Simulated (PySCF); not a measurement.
This PySCF input asks for the NMR shieldings of `N#C[BH2-][P+]12C=CC(C=C1)C=C2`, C8H9BNP; the geometry comes from GFN2-xTB.

```python
import basis_set_exchange as bse
import numpy as np
from pyscf import gto, dft
from pyscf.prop import nmr

atoms = """
N     3.527352   -1.642268    0.002612
C     3.130328   -0.573210   -0.141476
B     2.547856    0.852956   -0.330907
P     0.688142    0.424956   -0.120625
C     0.135604   -0.369106    1.418326
C    -1.143154   -0.710139    1.439189
C    -1.980991   -0.408856    0.215068
C    -1.321696   -1.104574   -0.956248
C    -0.061732   -0.804915   -1.229258
C    -1.891979    1.079191   -0.036141
C    -0.692691    1.611802   -0.212514
H     2.851718    1.599472    0.544856
H     2.701215    1.273976   -1.433571
H     0.841517   -0.537159    2.215066
H    -1.627961   -1.193707    2.272010
H    -3.012757   -0.732792    0.344901
H    -1.909660   -1.816661   -1.512824
H     0.525739   -1.234816   -2.023707
H    -2.812366    1.641115   -0.059455
H    -0.499632    2.655413   -0.398339
"""
names = dict.fromkeys(["N", "C", "B", "P", "H"], "pcSseg-1")
basis = {el: gto.basis.parse(bse.get_basis(n, elements=[el], fmt="nwchem")) for el, n in names.items()}
mol = gto.M(atom=atoms, basis=basis, charge=0, verbose=0)
mf = dft.RKS(mol, xc="PBE0")
mf.grids.level = 2
mf.grids.alignment = dft.numint.BLKSIZE   # the property module wants whole blocks of grid points
mf.conv_tol = 1e-9
mf.kernel()

calc = nmr.RKS(mf)   # GIAO
C = mf.mo_coeff
Co = C[:, mf.mo_occ > 0]
resp = mf.gen_response(singlet=True, hermi=2)
def vind(x):   # induced exchange potential for any number of trial vectors
    d = np.einsum("pi,xij,qj->xpq", C, 2 * x.reshape(-1, C.shape[1], Co.shape[1]), Co, optimize=True)
    return np.einsum("xpq,pi,qj->xij", resp(d - d.transpose(0, 2, 1)), C, Co, optimize=True).ravel()
mo1, _ = nmr.rhf.solve_mo1(calc, with_cphf=vind)
sigma = calc.kernel(mo1)
for i, s in enumerate(sigma):   # ppm
    w = np.linalg.eigvalsh((s + s.T) / 2)
    print("%2d %-2s iso %8.1f  s11 %8.1f  s22 %8.1f  s33 %8.1f" % (i, mol.atom_pure_symbol(i), w.mean(), *w))
```

Task: What does it print?

Result: 
```
 0 N  iso    -68.7  s11   -261.8  s22   -242.0  s33    297.5
 1 C  iso     54.4  s11    -63.5  s22    -61.7  s33    288.5
 2 B  iso    151.6  s11    149.0  s22    149.1  s33    156.7
 3 P  iso    365.4  s11    362.8  s22    366.2  s33    367.2
 4 C  iso     44.8  s11    -80.5  s22     50.4  s33    164.6
 5 C  iso     26.5  s11   -113.9  s22     30.6  s33    162.7
 6 C  iso    131.7  s11     94.1  s22    149.6  s33    151.4
 7 C  iso     26.5  s11   -113.8  s22     30.7  s33    162.7
 8 C  iso     44.8  s11    -80.5  s22     50.4  s33    164.6
 9 C  iso     23.9  s11   -114.8  s22     26.3  s33    160.1
10 C  iso     47.6  s11    -74.6  s22     53.3  s33    164.1
11 H  iso     29.6  s11     26.2  s22     28.4  s33     34.2
12 H  iso     29.6  s11     26.2  s22     28.4  s33     34.2
13 H  iso     24.2  s11     22.3  s22     22.8  s33     27.4
14 H  iso     23.8  s11     21.9  s22     22.8  s33     26.6
15 H  iso     26.5  s11     24.2  s22     24.3  s33     31.0
16 H  iso     23.8  s11     21.9  s22     22.8  s33     26.6
17 H  iso     24.2  s11     22.3  s22     22.8  s33     27.4
18 H  iso     23.7  s11     22.0  s22     22.8  s33     26.4
19 H  iso     24.7  s11     22.8  s22     23.8  s33     27.5
```

These numbers come from an equivalent density-fitted implementation of the same equations, which agrees with the script to about 0.01 ppm for H and up to a few tenths of a ppm for heavy atoms, so last digits may differ.

Size and cost of the density-fitted run: 239 basis functions, 54 s wall time on 1 thread of an x86-64 server CPU, shared host.
